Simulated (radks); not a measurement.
All-electron atom: the thallium ion Tl59+ in [Ar] 3d4. Calculated with a radial shooting solver on a logarithmic mesh with Libxc functionals: scalar-relativistic Kohn-Sham, PBE, spin-polarised, spherical densities, finite nucleus; open shells are filled with parallel spins first (spin-orbit coupling, left out, can overturn this in heavy ions); Fermi nuclear charge, rms radius 5.4759 fm. Some entries of the table are withheld. Estimate them.

orbital,occ.,eigenvalue (eV),<r^2> (bohr^2)
1s up,1,-89739.69,0.0003689
1s down,1,-89739.43,0.0003689
2s up,1,-19310.74,0.005543
2s down,1,-19288.03,0.005534
2p up,3,-17197.91,0.004685
2p down,3,-17179.48,0.004674
3s up,1,-7287.351,(1)
3s down,1,-7261.071,(2)
3p up,3,-6671.275,0.03298
3p down,3,-6644.915,0.03310
3d up,4,(3),0.02620
3d down,0,(4),0.02634

Answer. 
(1) 3s up <r^2> (bohr^2): 0.03277
(2) 3s down <r^2> (bohr^2): 0.03287
(3) 3d up eigenvalue (eV): -6120.159
(4) 3d down eigenvalue (eV): -6086.514
